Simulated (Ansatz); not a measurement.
`FB(S)S` and `CCB(F)S` differ in one atom or group.

Ansatz, PBE0-D4/def2-TZVP geometries, multiplicity 1. Each molecule was computed in one conformer, which needn't be the lowest.

```tsv
property	`FB(S)S`
HOMO–LUMO gap (ωB97M-V/def2-TZVPP) / eV	11.56
LUMO energy (PBE0/def2-TZVPP) / eV	-0.34
HOMO energy (ωB97M-V/def2-TZVPP) / eV	-9.81
HOMO–LUMO gap (PBE/def2-TZVPP) / eV	5.21
LUMO energy (ωB97M-V/def2-TZVPP) / eV	1.75
size of the dipole moment (ωB97M-V/def2-TZVPP) / D	0.70
```

(1) Give the same properties after the change, and the shifts. (An estimate is asked.)

Results:

(1) The calculation gave: 
| property | `CCB(F)S` | shift |
| --- | --- | --- |
| HOMO–LUMO gap (ωB97M-V/def2-TZVPP) / eV | 11.99 | 0.43 |
| LUMO energy (PBE0/def2-TZVPP) / eV | -0.21 | 0.13 |
| HOMO energy (ωB97M-V/def2-TZVPP) / eV | -10.22 | -0.41 |
| HOMO–LUMO gap (PBE/def2-TZVPP) / eV | 5.62 | 0.41 |
| LUMO energy (ωB97M-V/def2-TZVPP) / eV | 1.77 | 0.02 |
| size of the dipole moment (ωB97M-V/def2-TZVPP) / D | 0.45 | -0.25 |

With PBE0 the HOMO falls by 0.34 eV and the LUMO rises by 0.13 eV, so the gap widens by about 0.47 eV. PBE moves the HOMO by -0.31 eV and ωB97M-V by -0.41 eV. The zero-point energy changes by 147.1 kJ/mol with +15 modes. Dipoles are sizes alone; their direction can turn.
